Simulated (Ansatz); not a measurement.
`C[CH2][Al]([F])[F]` + `[SbH3]` → `C[CH2][SbH2]` + `[F][AlH][F]`  (formal exchange of groups at a C–Al bond)

Computed with Ansatz on PBE0-D4/def2-TZVP structures; ΔE is electronic, products minus reactants. CBS: MP2 limit from def2 TZ/QZ plus the TZ coupled-cluster correction, frozen cores. This one scheme is used for every species. Functionals use def2-TZVPP. Elements past krypton have def2 core potentials. For Sb outer-core shells are correlated without core-valence functions, which leaves a few kJ/mol of doubt a bond. One conformer a species, not always the lowest.

`C[CH2][Al]([F])[F]`:

Cartesian coordinates in Å:
```
C -0.542 1.176 -0.312
C 0.612 0.230 0.017
Al 0.127 -1.614 0.360
F -1.436 -2.127 0.340
F 1.263 -2.756 0.691
H -0.187 2.195 -0.488
H -1.274 1.221 0.498
H -1.082 0.861 -1.208
H 1.353 0.226 -0.791
H 1.166 0.587 0.894
```

`[SbH3]`:

```xyz
4

Sb    0.162    0.439   -0.548
H     1.321   -0.360    0.418
H    -0.758   -0.990   -0.702
H    -0.725    0.912    0.832
```

`C[CH2][SbH2]`:

```xyz
10

C    -0.114    1.081    0.273
C    -0.572   -0.347    0.501
Sb    0.436   -1.846   -0.701
H    -0.664    1.780    0.912
H    -0.267    1.387   -0.764
H     0.950    1.197    0.493
H    -1.638   -0.464    0.287
H    -0.425   -0.654    1.540
H     1.992   -1.200   -0.396
H     0.303   -0.934   -2.144
```

`[F][AlH][F]`:

```xyz
4

F     1.178    1.116    0.007
Al   -0.024    0.002   -0.022
F     0.036   -1.222    1.067
H    -1.190    0.104   -1.052
```

```tsv
species	LC-ωPBE energy (Eh)
`C[CH2][Al]([F])[F]`	-521.39350
`[SbH3]`	-242.06445
`C[CH2][SbH2]`	-320.67460
`[F][AlH][F]`	-442.77235
```

(1) Work out ΔE.

Largest T1 diagnostic among the species: 0.014.

## Answers

(1) ΔE = (-320.67460) + (-442.77235) − (-521.39350) − (-242.06445) = 0.01100 Eh = +6.9 kcal/mol. CCSD(T)/CBS gives +3.7 kcal/mol.

Leaving LDA and LC-ωPBE aside and taking each functional with its dispersion term where it has one, the values, not all of them listed here, spread over 1.5 kcal/mol, from revPBE-D4 to r2SCAN0-D4. At CCSD(T), def2-SVP lies +3.4 kcal/mol from the extrapolated value and def2-TZVPP +0.9 kcal/mol. The D4 term adds −1.0 kcal/mol with B3LYP and −0.5 kcal/mol with PBE0; it sums over pairs of atoms, weighted by their polarisabilities, and B3LYP, whose exchange is more repulsive, gets the larger term.

B3LYP here is the variant with VWN-RPA as its local correlation; programs differ in this.
